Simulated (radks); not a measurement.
Spherical jellium clusters: N electrons in a uniform positive sphere of charge N and radius rs N^(1/3), rs = 4.75 bohr. Calculated with a radial shooting solver with Libxc functionals: non-relativistic Kohn-Sham, PBEsol, spin-polarised, spherical densities. Levels are named by radial order and angular momentum (1s, 1p, 1d, 2s, ...), and open shells are averaged over m. Each electron was tried in the lowest free levels, single moves between levels near the top were tried too, and the lowest total energy was kept; such a search can miss a lower state. The series stops at N = 16: beyond it a trial failed or the search could not be trusted, so later rows were left out. Energies include the self-energy of the background; IP and EA are vertical (highest electron removed, lowest free level filled), at fixed background; spill-out counts the electrons outside the background radius R, and alpha is the static dipole polarisability from linear response (closed shells only). A dash means not computed or, for alpha, an open shell; in EA it means that no bound solution was reached, which is typical of self-interaction and does not show that the anion is unstable. Real open-shell clusters deform, which this model forbids.

N	open shells	2S	E/N (eV)	E(N+1) + E(N-1) - 2E(N) (eV)	IP (eV)	spill-out (e)
1	1s(up 1, down 0)	1	-1.387	-	-	0.31
2	none	0	-1.669	0.735	4.536	0.47
3	1p(up 1, down 0)	1	-1.518	-0.539	3.483	0.73
4	1p(up 2, down 0)	2	-1.578	-0.340	3.905	0.87
5	1p(up 3, down 0)	3	-1.681	0.374	4.116	0.97
6	1p(up 3, down 1)	2	-1.688	-0.343	3.633	1.10
7	1p(up 3, down 2)	1	-1.742	-0.219	3.908	1.20
8	none	0	-1.810	0.868	4.062	1.29
9	1d(up 1, down 0)	1	-1.766	-0.222	3.136	1.44
10	1d(up 2, down 0)	2	-1.753	-0.179	3.333	1.56
11	1d(up 3, down 0)	3	-1.759	-0.149	3.480	1.66
12	1d(up 4, down 0)	4	-1.777	-0.125	3.594	1.75
13	1d(up 5, down 0)	5	-1.801	0.365	3.686	1.82
14	1d(up 5, down 1)	4	-1.796	-0.162	3.289	1.92
15	1d(up 5, down 2)	3	-1.802	-0.131	3.429	2.00
16	1d(up 5, down 3)	2	-1.815	-	3.538	2.08

All shells are closed at N = 2, 8 (there: 1s2 1p6); the second difference of the energy has clear peaks (12 % above both neighbours; the first and last values, which can be the largest, are not judged, and half-filled shells can peak too) at N = 5, 8, 13.
